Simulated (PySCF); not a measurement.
A PySCF script (with the pyscf-properties extension) for the NMR shieldings of `[SiH3]N1CC[C@H](N[SiH3])C1`, C$_{4}$H$_{14}$N$_{2}$Si$_{2}$, on a GFN2-xTB geometry:

```python
import basis_set_exchange as bse
import numpy as np
from pyscf import gto, dft
from pyscf.prop import nmr

atoms = """
Si    2.777123    1.190629    0.449460
N     1.423773    0.142912    0.587603
C     0.778248   -0.469617   -0.543735
C     0.019936   -1.749809   -0.129074
C    -1.458412   -1.430789   -0.411720
N    -1.542404    0.012900   -0.450249
Si   -2.223334    0.920047    0.839148
C    -0.340197    0.412701   -1.141789
H     2.547905    2.457238   -0.266813
H     3.789973    0.428815   -0.281983
H     3.150916    1.466626    1.833569
H     0.754405    0.341860    1.317508
H     1.552527   -0.674325   -1.285971
H     0.181179   -1.936022    0.932605
H     0.356791   -2.622433   -0.685061
H    -2.132146   -1.845128    0.335584
H    -1.743351   -1.825149   -1.396016
H    -2.168547    2.307618    0.388645
H    -1.563279    0.823479    2.157624
H    -3.582481    0.399145    0.978007
H    -0.454143    0.195167   -2.211975
H    -0.134892    1.473522   -1.016217
"""
names = dict.fromkeys(["Si", "N", "C", "H"], "pcSseg-1")
basis = {el: gto.basis.parse(bse.get_basis(n, elements=[el], fmt="nwchem")) for el, n in names.items()}
mol = gto.M(atom=atoms, basis=basis, charge=0, verbose=0)
mf = dft.RKS(mol, xc="PBE0")
mf.grids.level = 2
mf.grids.alignment = dft.numint.BLKSIZE   # the property module wants whole blocks of grid points
mf.conv_tol = 1e-9
mf.kernel()

calc = nmr.RKS(mf)   # GIAO
C = mf.mo_coeff
Co = C[:, mf.mo_occ > 0]
resp = mf.gen_response(singlet=True, hermi=2)
def vind(x):   # induced exchange potential for any number of trial vectors
    d = np.einsum("pi,xij,qj->xpq", C, 2 * x.reshape(-1, C.shape[1], Co.shape[1]), Co, optimize=True)
    return np.einsum("xpq,pi,qj->xij", resp(d - d.transpose(0, 2, 1)), C, Co, optimize=True).ravel()
mo1, _ = nmr.rhf.solve_mo1(calc, with_cphf=vind)
sigma = calc.kernel(mo1)
for i, s in enumerate(sigma):   # ppm
    print("%2d %-2s %9.2f" % (i, mol.atom_pure_symbol(i), np.trace(s) / 3))
```

Question: Give the expected output.

Answer: 
```
 0 Si    408.98
 1 N     216.91
 2 C     126.71
 3 C     144.46
 4 C     135.12
 5 N     231.65
 6 Si    399.29
 7 C     122.15
 8 H      26.99
 9 H      27.21
10 H      27.20
11 H      31.57
12 H      28.64
13 H      30.23
14 H      29.40
15 H      28.49
16 H      28.93
17 H      27.02
18 H      26.75
19 H      26.89
20 H      28.81
21 H      28.87
```

These numbers come from an equivalent density-fitted implementation of the same equations, which agrees with the script to about 0.01 ppm for H and up to a few tenths of a ppm for heavy atoms, so last digits may differ.

Question: Turn these shieldings into chemical shifts. Scale: TMS for $^{29}$Si (σref 349.16), $^{13}$C (σref 186.93), $^{1}$H (σref 31.72); $^{15}$N (σref 267.73) against NH3 (reference shieldings calculated alike).

Answer: Averaging equivalent atoms: Si 6: -50.1; Si 0: -59.8; N 1: 50.8; N 5: 36.1; C 7: 64.8; C 2: 60.2; C 4: 51.8; C 3: 42.5; H 17/18/19: 4.83; H 8/9/10: 4.58; H 15: 3.23; H 12: 3.08; H 20: 2.91; H 21: 2.85; H 16: 2.79; H 14: 2.32; H 13: 1.49; H 11: 0.14 ppm. Experimental scales use liquid or dissolved standards, which lie at an offset from isolated NH3 (liquid NH3: subtract about 20 ppm).

Size and cost of the density-fitted run: 220 basis functions, 76 s wall time on 1 thread of an Arm Neoverse V1, shared host; peak memory 0.97 GiB.
